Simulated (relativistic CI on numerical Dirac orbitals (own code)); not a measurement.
Tm LXIX: sensitivity of the levels to the model

Base calculation: Dirac-Coulomb-Breit CI, KLI orbitals optimised for each configuration, model QED (radiative potential, 1s self-energy scaled to tabulated hydrogen-like ionisation energies).

Configurations in the expansion: 1s, 2s, 2p, 3s, 3p, 3d, 4s, 4p, 4d, 4f, 5s, 5p, 5d, 5f, 5g, 6s, 6p, 6d. Levels of other configurations are missing.

The lowest level and the first level of each name with at least 55 % of one term (blank where a level has no safe partner in the second run):

| Level | Base (eV) | Shift (eV) |
| --- | --- | --- |
| 1s 2S_1/2 | 0.0 | 0.0 |
| 2p 2P°_1/2 | 51707.6 | -3129.2 |
| 2s 2S_1/2 | 51725.8 | -3146.9 |
| 2p 2P°_3/2 | 52931.3 | -4352.9 |
| 3p 2P°_1/2 | 61669.3 | -4094.2 |
| 3s 2S_1/2 | 61674.7 | -4099.4 |
| 3d 2D_3/2 | 62032.7 | -4457.6 |
| 3p 2P°_3/2 | 62033.6 | -4458.4 |
| 3d 2D_5/2 | 62139.0 | -4563.9 |
| 4p 2P°_1/2 | 65103.7 | -4379.7 |
| 4s 2S_1/2 | 65106.0 | -4381.9 |
| 4d 2D_3/2 | 65256.1 | -4532.1 |
| 4p 2P°_3/2 | 65256.5 | -4532.4 |
| 4f 2F°_5/2 | 65301.1 | -4577.1 |

(1) One thing was changed in a second run, which moved the levels as shown. Which?
A. configuration mixing switched off
B. QED terms removed
C. non-relativistic limit
D. Breit term removed

## Answers

(1) C. Non-relativistic limit. Without relativity the fine structure collapses and s electrons lose their extra binding.
